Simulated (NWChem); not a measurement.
System: C3H3O3, doublet; SMILES O=C1O[CH]CO1

NWChem input:

```
start job
memory heap 200 mb stack 900 mb global 1100 mb
geometry units angstroms noautosym nocenter noautoz
  O     -0.039076    -1.998221     0.024301
  C     -0.014985    -0.815997     0.003879
  O      1.125086    -0.062567     0.027463
  C      0.802299     1.254534    -0.090354
  C     -0.682865     1.358060    -0.010146
  O     -1.081748    -0.002126    -0.044975
  H      1.545823     1.971224     0.255244
  H     -1.051913     1.824591     0.924326
  H     -1.143659     1.895372    -0.857567
end
basis spherical
  * library 6-31g*
end
dft
  odft
  mult 2
  xc xpbe96 cpbe96
  iterations 150
end
cosmo
  do_cosmo_smd true
  solvent propanol
end
task dft energy
```

NWChem printed, in part:

```
             Northwest Computational Chemistry Package (NWChem) 7.3.0
             --------------------------------------------------------

                             Geometry "geometry" -> ""
                             -------------------------

 Output coordinates in angstroms (scale by  1.889725989 to convert to a.u.)

  No.       Tag          Charge          X              Y              Z
 ---- ---------------- ---------- -------------- -------------- --------------
    1 O                    8.0000    -0.03907600    -1.99822100     0.02430100
    2 C                    6.0000    -0.01498500    -0.81599700     0.00387900
    3 O                    8.0000     1.12508600    -0.06256700     0.02746300
    4 C                    6.0000     0.80229900     1.25453400    -0.09035400
    5 C                    6.0000    -0.68286500     1.35806000    -0.01014600
    6 O                    8.0000    -1.08174800    -0.00212600    -0.04497500
    7 H                    1.0000     1.54582300     1.97122400     0.25524400
    8 H                    1.0000    -1.05191300     1.82459100     0.92432600
    9 H                    1.0000    -1.14365900     1.89537200    -0.85756700

 Effective nuclear repulsion energy (a.u.)     237.7744870561

  pbe96 is a nonlocal functional; adding pw91lda local functional.

                                 NWChem DFT Module
                                 -----------------

 Summary of "ao basis" -> "ao basis" (spherical)
 ------------------------------------------------------------------------------
       Tag                 Description            Shells   Functions and Types
 ---------------- ------------------------------  ------  ---------------------
 O                           6-31g*                  6       14   3s2p1d
 C                           6-31g*                  6       14   3s2p1d
 H                           6-31g*                  2        2   2s

 in cosmo_initialize ...
 calling solv_data for solv:propanol

 solvent parameters
 solvname_short: propanol
 solvname_long:  1-propanol
 dielec:       20.5240
 dielecinf:     1.9182
 nonaqueous SMD model solvent descriptors
 dielec:       20.5240
 sola:          0.3700
 solb:          0.4800
 solc:          0.0000
 solg:         33.5700
 solh:          0.0000
 soln:          1.3850

          ---------------
          -cosmo- solvent
          ---------------
 Cosmo: York-Karplus, doi: 10.1021/jp992097l
 dielectric constant -eps-     =  20.52
 screen = (eps-1)/(eps    )    =   0.95128
 surface charge correction     = lagrangian

   van der Waals surface
 --------------------------

 ---------- ATOMIC COORDINATES (A.U.) ------------ VDWR(ANG.) --
     1   -0.07384293   -3.77609015    0.04592223     1.628
     2   -0.02831754   -1.54201074    0.00733025     1.850
     3    2.12610425   -0.11823449    0.05189754     1.628
     4    1.51612527    2.37072550   -0.17074430     1.850
     5   -1.29042774    2.56636128   -0.01917316     1.850
     6   -2.04420731   -0.00401756   -0.08499043     1.628
     7    2.92118190    3.72507322    0.48234122     1.200
     8   -1.98782733    3.44797703    1.74672286     1.200
     9   -2.16120213    3.58173373   -1.62056665     1.200
 number of segments per atom =        128
 number of   points per atom =        128
 atom (   nspa,  nppa )
 ----------------------
    1 (     85,     0 )       0
    2 (     44,     0 )       0
    3 (     49,     0 )       0
    4 (     57,     0 )       0
    5 (     50,     0 )       0
    6 (     48,     0 )       0
    7 (     56,     0 )       0
    8 (     56,     0 )       0
    9 (     53,     0 )       0
 number of -cosmo- surface points =      498
 molecular surface =    103.951 angstrom**2
 molecular volume  =     76.836 angstrom**3
 -lineq- algorithm             =   0
 -bem- low  level              =   3
 -bem- from -octahedral-
 gaussian surface charge width =   4.50000
 degree of switching           =   1.00000
 switching function tolerance  =   0.00010
 atomic radii =
 --------------
    1  8.000  1.628
    2  6.000  1.850
    3  8.000  1.628
    4  6.000  1.850
    5  6.000  1.850
    6  8.000  1.628
    7  1.000  1.200
    8  1.000  1.200
    9  1.000  1.200
 ...... end of -cosmo- initialization ......

 nat:                     9
 ixmem:                  4523
 calling mnsol_interface()
 G(SMD-CDS) energy (kcal/mol)  =     4.416
 SMD-CDS SASA (angstrom**2)    =   126.137

[...]

                                COSMO-SMD solvation results
                                ---------------------------

             internal energy in gas <Psi(g)|H|Psi(g)> =      -341.361044750351
         internal energy in solvent <Psi(s)|H|Psi(s)> =      -341.357870821099
                               delta internal energy  =         0.003173929252 (    1.99 kcal/mol)
   total free energy in solvent <Psi(s)|H+V/2|Psi(s)> =      -341.374073699785
 polarization energy contribution <Psi(s)|V/2|Psi(s)> =        -0.016202878685 (  -10.17 kcal/mol)
    total free energy in solvent including G(SMD-CDS) =      -341.367036575098
                       G(SMD-CDS) energy contribution =         0.007037124687 (    4.42 kcal/mol)
     1 M fixed-concentration free energy of solvation =        -0.005991824747 (   -3.76 kcal/mol)

                    DFT Final Alpha Molecular Orbital Analysis
                    ------------------------------------------

 Vector   21  Occ=1.000000D+00  E=-2.735833D-01
              MO Center= -5.8D-01, -4.8D-01,  1.1D-02, r^2= 2.8D+00
   Bfn.  Coefficient  Atom+Function         Bfn.  Coefficient  Atom+Function
  ----- ------------  ---------------      ----- ------------  ---------------
    75      0.449985  6 O  pz                 5     -0.381376  1 O  pz
    79      0.330034  6 O  pz                 9     -0.272617  1 O  pz
    61     -0.174185  5 C  pz                 3     -0.158168  1 O  px
    88     -0.144320  8 H  s                 87     -0.134024  8 H  s
    90      0.120653  9 H  s                 89      0.108114  9 H  s

 Vector   22  Occ=1.000000D+00  E=-2.691543D-01
              MO Center= -5.8D-02, -1.5D+00,  7.2D-03, r^2= 1.8D+00
   Bfn.  Coefficient  Atom+Function         Bfn.  Coefficient  Atom+Function
  ----- ------------  ---------------      ----- ------------  ---------------
     3      0.577844  1 O  px                 7      0.385753  1 O  px
    34     -0.141333  3 O  s                 76      0.140253  6 O  s
    21      0.138273  2 C  px                74     -0.136521  6 O  py
    32      0.134517  3 O  py                75      0.130033  6 O  pz
    31      0.117410  3 O  px                 5     -0.101358  1 O  pz

 Vector   23  Occ=1.000000D+00  E=-1.498399D-01
              MO Center=  6.1D-01,  9.9D-01, -1.5D-01, r^2= 2.1D+00
   Bfn.  Coefficient  Atom+Function         Bfn.  Coefficient  Atom+Function
  ----- ------------  ---------------      ----- ------------  ---------------
    47      0.543931  4 C  pz                51      0.459426  4 C  pz
    33     -0.305680  3 O  pz                37     -0.269987  3 O  pz
    88     -0.195111  8 H  s                 48     -0.166782  4 C  s
    90      0.143237  9 H  s                  5      0.123828  1 O  pz
    87     -0.122839  8 H  s                 89      0.112149  9 H  s

 Vector   24  Occ=0.000000D+00  E=-5.519696D-03
              MO Center= -1.8D-03, -8.7D-01, -4.8D-03, r^2= 1.7D+00
   Bfn.  Coefficient  Atom+Function         Bfn.  Coefficient  Atom+Function
  ----- ------------  ---------------      ----- ------------  ---------------
    19      0.619414  2 C  pz                23      0.512487  2 C  pz
     9     -0.391867  1 O  pz                 5     -0.379231  1 O  pz
    33     -0.276926  3 O  pz                75     -0.264186  6 O  pz
    37     -0.257349  3 O  pz                79     -0.247924  6 O  pz
    48     -0.106048  4 C  s                 51      0.100565  4 C  pz

 Vector   25  Occ=0.000000D+00  E= 5.370373D-02
              MO Center= -2.4D-01,  8.5D-01, -2.2D-02, r^2= 2.8D+00
   Bfn.  Coefficient  Atom+Function         Bfn.  Coefficient  Atom+Function
  ----- ------------  ---------------      ----- ------------  ---------------
    76      0.829994  6 O  s                 64      0.819571  5 C  py
    20     -0.702862  2 C  s                 34      0.658296  3 O  s
    48     -0.548082  4 C  s                 50      0.470805  4 C  py
     6      0.435461  1 O  s                 60      0.343527  5 C  py
    78      0.330247  6 O  py                90     -0.322569  9 H  s

 Vector   26  Occ=0.000000D+00  E= 1.007115D-01
              MO Center= -3.3D-01,  1.8D+00,  4.2D-01, r^2= 4.1D+00
   Bfn.  Coefficient  Atom+Function         Bfn.  Coefficient  Atom+Function
  ----- ------------  ---------------      ----- ------------  ---------------
    62      1.620239  5 C  s                 88     -1.354550  8 H  s
    86     -0.991355  7 H  s                 90     -0.792521  9 H  s
    48      0.705701  4 C  s                 63     -0.462013  5 C  px
    49      0.414789  4 C  px                20      0.392848  2 C  s
    65      0.259039  5 C  pz                76     -0.256721  6 O  s

                     DFT Final Beta Molecular Orbital Analysis
                     -----------------------------------------

 Vector   20  Occ=1.000000D+00  E=-3.280779D-01
              MO Center=  3.7D-01, -7.4D-02, -1.6D-02, r^2= 2.4D+00
   Bfn.  Coefficient  Atom+Function         Bfn.  Coefficient  Atom+Function
  ----- ------------  ---------------      ----- ------------  ---------------
    33      0.433162  3 O  pz                37      0.301942  3 O  pz
     5     -0.248963  1 O  pz                75     -0.236207  6 O  pz
    79     -0.164955  6 O  pz                 9     -0.163984  1 O  pz
    45     -0.156253  4 C  px                47      0.154886  4 C  pz
    73     -0.132861  6 O  px                59      0.131989  5 C  px

[...]
```

Level: PBE/6-31G* (spherical d), spin-unrestricted, SMD on the gas-phase geometry. Coordinates come from a PBE0/def2-SVP, spin-unrestricted optimisation. Not confirmed as a minimum by frequencies. No stability test was run on the SCF state. Solvent: 1-propanol.
